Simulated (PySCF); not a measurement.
System: N-dibromoboranyl-N-methylmethanamine, C2H6BBr2N, charge 0, multiplicity 1. 
Geometry from a B3LYP-D3(BJ)/def2-TZVP (Ansatz) optimisation:
```
N
B 1 1.3855
C 1 1.4596 2 124.20
H 3 1.0840 1 110.86 2 0.00
H 3 1.0934 4 108.99 1 121.10
H 3 1.0934 4 108.99 5 117.81
C 1 1.4596 2 124.20 3 -180.00
H 7 1.0840 1 110.86 2 0.00
H 7 1.0934 8 108.99 1 -121.10
H 7 1.0934 8 108.99 9 -117.81
Br 2 1.9465 1 122.16 3 180.00
Br 2 1.9465 1 122.16 3 0.00
```
Charge 0, spin multiplicity 1.

Dispersion corrections to the total energy (kcal/mol) from the dftd3 and dftd4 libraries through PySCF: D3(BJ) without and D4 with the three-body term, each with the damping fitted for the functional named.

| functional | D3(BJ) | D4 |
|---|---|---|
| B3LYP | -13.96 | -12.80 |
| TPSS | ? | -10.69 |
| PW6B95 | -4.48 | -6.36 |
| r2SCAN | -2.29 | -1.97 |
| B2GP-PLYP | -5.82 | -3.42 |
| TPSSh | -9.37 | ? |
| HF | -53.53 | ? |

**Question.** Complete the blanks.

**Answer.** 
- TPSS, D3(BJ): -10.05
- TPSSh, D4: -9.73
- HF, D4: -26.78
